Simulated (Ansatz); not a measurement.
Ligand exchange: CH3NO + InH2(OH) → CH2O2 + InH2(NH2)

Species: CH3NO (formamide) `NC=O`, singlet; InH2(OH), singlet; CH2O2 (formic acid) `O=CO`, singlet; InH2(NH2), singlet. The partners trade NH2 for OH: C–NH2 and In–OH bonds give way to C–OH and In–NH2.

Shapes, held fixed at every level: PBE0-D4/def2-TZVP. Flexible molecules stand in one conformer, not always the lowest. Programs: Ansatz 0.2.0. The zero-point and thermal change to 298 K, harmonic and unscaled (PBE0-D4/def2-TZVP), is 0.0 kJ/mol.

```
                level                   kind  ΔH(298 K) (kJ/mol)  less CCSD(T)/def2-TZVPP
        HF/def2-TZVPP           Hartree–Fock               +22.6                     +4.1
 r2SCAN-D4/def2-TZVPP               meta-GGA               +28.1                     +9.6
  B3LYP-D4/def2-TZVPP          global hybrid               +28.5                    +10.0
   PBE0-D4/def2-TZVPP          global hybrid               +25.4                     +6.9
r2SCAN0-D4/def2-TZVPP          global hybrid               +25.5                     +7.0
         MP2/def2-SVP    perturbation theory               +16.8                     -1.7
   CCSD(T)/def2-TZVPP  coupled cluster or CI               +18.5                      0.0
```

The highest level, CCSD(T)/def2-TZVPP, gives ΔH(298 K) = +18.5 kJ/mol; the levels span +16.8 to +28.5. The column of differences is taken from that level and isn't an error. No measured value is set beside it here. For atoms past krypton def2 sets carry core potentials with scalar relativity. Correlated rows may include outer-core shells of In, which these sets cover unevenly.
